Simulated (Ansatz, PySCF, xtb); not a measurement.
Pair of molecules: SiH4 (SMILES [SiH4]) (first 5 atoms) with C2H6O (SMILES CCO); geometry from B3LYP-D3(BJ)/def2-TZVP.
(charge 0, multiplicity 1):
```
atom    x (Å)    y (Å)    z (Å)
----  -------  -------  -------
Si    -0.0535  -0.0674  -0.0831
H     -1.2349   0.1941   0.7671
H     -0.3987   0.3154  -1.4767
H      0.3081  -1.4990  -0.0665
H      1.0879   0.7688   0.3487
C      0.1063   1.3019   3.8895
C     -0.2657  -0.1643   3.7602
O      0.5439  -0.8583   2.8116
H     -0.5568   1.8056   4.5965
H      0.0317   1.8051   2.9249
H      1.1301   1.4155   4.2569
H     -0.2146  -0.6613   4.7364
H     -1.2870  -0.2686   3.3924
H      1.4691  -0.7519   3.0588
```

Monomers are frozen at their geometry in the pair; levels with a basis set take the counterpoise correction. Rows marked so take none.

Rows in STO-3G carry no dispersion term and start afresh at each structure.

Codes used: Ansatz (Gaussian basis) for Hartree–Fock, density functionals and correlated methods; PySCF for STO-3G rows, the dispersion terms; xtb for the GFN methods. 

Q: One of these levels gives -25.3 meV for the interaction energy. Which one is it?
A) GFN1-xTB
B) HF/STO-3G (no counterpoise)
C) GFN-FF
D) PBE-D3(BJ)/def2-TZVPPD

A: C, GFN-FF. The others give -390.1 (GFN1-xTB), -9.8 (HF/STO-3G (no counterpoise)), -114.5 (PBE-D3(BJ)/def2-TZVPPD)

Ansatz is a quantum-chemistry and plane-wave program.
